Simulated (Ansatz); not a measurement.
**A family of molecules: the dipole moment**

All atoms of one element are swapped for its congeners: C2H4F2 (1,1-difluoroethane) `CC(F)F`; C2H4Cl2 `CC(Cl)Cl`; C2H4Br2 (1,1-dibromoethane) `CC(Br)Br`. All are singlets with charge 0.

Shapes, held fixed at every level: PBE0-D4/def2-TZVP. Programs: Ansatz 0.2.0. Values in D.

(1) How should the dipole moment change along the series?

Results:

(1) At wB97M-V/def2-TZVPP the dipole moment falls at every step, from 2.19 to 1.96 D. Every level shows the same order. Measured values: NIST CCCBDB. Relativity is left out for Br unless named.

```json
{"level": "PBE-D4/def2-TZVPP", "C2H4F2": "2.05", "C2H4Cl2": "1.96", "C2H4Br2": "1.92"}
{"level": "r2SCAN-D4/def2-TZVPP", "C2H4F2": "2.14", "C2H4Cl2": "2.09", "C2H4Br2": "2.05"}
{"level": "B3LYP-D4/def2-TZVPP", "C2H4F2": "2.20", "C2H4Cl2": "2.02", "C2H4Br2": "1.97"}
{"level": "wB97M-V/def2-TZVPP", "C2H4F2": "2.19", "C2H4Cl2": "2.02", "C2H4Br2": "1.96"}
{"level": "measured", "C2H4F2": "2.27", "C2H4Cl2": "2.06", "C2H4Br2": "–"}
```
